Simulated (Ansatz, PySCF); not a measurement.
This Ansatz (an electronic-structure program) input computes a BLYP/def2-TZVPD energy:

Ansatz 0.2 input:
```yaml
crystal:
  periodic: [false, false, false]
  atoms:
    - {symbol: Si, position_ang: [-0.36500329, -0.33486679, -0.05555181]}
    - {symbol: O, position_ang: [-1.47066482, -1.34923935, -0.22382837]}
    - {symbol: Cl, position_ang: [-0.40165457, 1.56710758, -0.72588034]}
    - {symbol: Cl, position_ang: [1.39432308, -0.65639877, 0.87695989]}
basis:
  gaussian:
    orbitals: def2-TZVPD
hamiltonian:
  xc: {name: BLYP}
output: {forces: true}
```

Q: Write an input for the same energy in PySCF and say what it gives.

A: 
```python
from pyscf import gto, scf, dft

mol = gto.M(
    atom='''
    Si   -0.36500329   -0.33486679   -0.05555181
    O    -1.47066482   -1.34923935   -0.22382837
    Cl   -0.40165457    1.56710758   -0.72588034
    Cl    1.39432308   -0.65639877    0.87695989
    ''',
    basis='def2-tzvpd',
    charge=0,
    spin=0,
    verbose=4,
)

mf = dft.RKS(mol, xc='blyp').density_fit(auxbasis='def2-universal-jkfit')
mf.grids.level = 3
mf.conv_tol = 1e-9
mf.max_cycle = 100
mf.max_memory = 1500
mf.kernel()
if not mf.converged:
    mf = mf.newton()
    mf.kernel(mf.make_rdm1())
mf.analyze()
```
It gives -1285.29168 Eh, and Ansatz -1285.29163 Eh, a difference of 0.05 mEh, from the treatment of integrals and grids.
